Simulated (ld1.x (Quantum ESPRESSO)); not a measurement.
What the settings do to the TM potential of N

Base potential:

- Element: nitrogen (N)
- Generator: ld1.x (Quantum ESPRESSO) 7.5
- Type: norm-conserving Troullier–Martins (Kleinman–Bylander form)
- Functional: PBE
- Relativity: scalar-relativistic
- Frozen core: [He]
- Valence charge: 5
- Reference configuration: 2s2 2p3
- Partial waves: 2p (bound): rc 1.50 bohr; 2s (bound): rc 0.65 bohr
- Local potential: the s channel
- Core correction: none

All-electron outer shells of the reference configuration (PBE, scalar-relativistic, ld1.x):

```
shell  level (eV)  outermost node (bohr)  outermost maximum (bohr)
   1s     -384.72                      –                      0.15
   2s      -18.58                   0.32                      1.02
   2p       -7.09                      –                      0.98
```

Cutoffs, loose and tight: the cutoffs (Ry, on a coarse ladder) from which the occupation-weighted sum of valence levels, in a spherical-Bessel basis at the reference potential, stays within 10 and 1 mRy of its value at 400 Ry. They do not see the model core or the augmentation charge, which bear on the density cutoff. Test errors are all-electron minus pseudo excitation energies from the reference, over the configurations 2s2 2p2; 2s2 2p1; 2s2 2p0; 2s2 2p2.5; 2s0 2p5; 2s1 2p3; 2s1 2p0. A dash means not determined; rows that change the core or the reference have their own tests.

| change | outcome | cutoff, loose | cutoff, tight | bound ghosts | largest test error (meV) |
| --- | --- | --- | --- | --- | --- |
| base | generated | 180 Ry | over 300 Ry | none | +1207 |
| wave 2p (bound): rc 1.50 bohr becomes 2p (bound): rc 0.98 bohr | generated | 180 Ry | over 300 Ry | none | +663 |
| wave 2p (bound): rc 1.50 bohr becomes 2p (bound): rc 1.16 bohr | generated | 180 Ry | over 300 Ry | none | +776 |
| wave 2p (bound): rc 1.50 bohr becomes 2p (bound): rc 1.28 bohr | generated | 180 Ry | over 300 Ry | none | +892 |
| wave 2p (bound): rc 1.50 bohr becomes 2p (bound): rc 1.42 bohr | generated | 180 Ry | over 300 Ry | none | +1078 |
| wave 2p (bound): rc 1.50 bohr becomes 2p (bound): rc 1.56 bohr | generated | 180 Ry | over 300 Ry | none | +1365 |
| wave 2p (bound): rc 1.50 bohr becomes 2p (bound): rc 1.74 bohr | generated | 180 Ry | over 300 Ry | none | +1798 |
| wave 2p (bound): rc 1.50 bohr becomes 2p (bound): rc 1.88 bohr | generated | 180 Ry | over 300 Ry | none | +2249 |
| wave 2p (bound): rc 1.50 bohr becomes 2p (bound): rc 2.10 bohr | generated | 180 Ry | over 300 Ry | none | +3314 |
| wave 2p (bound): rc 1.50 bohr becomes 2p (bound): rc 2.30 bohr | generated | 180 Ry | over 300 Ry | none | +4181 |

Reading the sweep of the p radius (base included, trends over the rows without a ghost): The loose cutoff stays near 180 Ry. The median size of the test errors (rows with all tests solved) is not monotonic: lowest 76.1 meV at 0.98 bohr, highest 117.6 meV at 2.3 bohr.
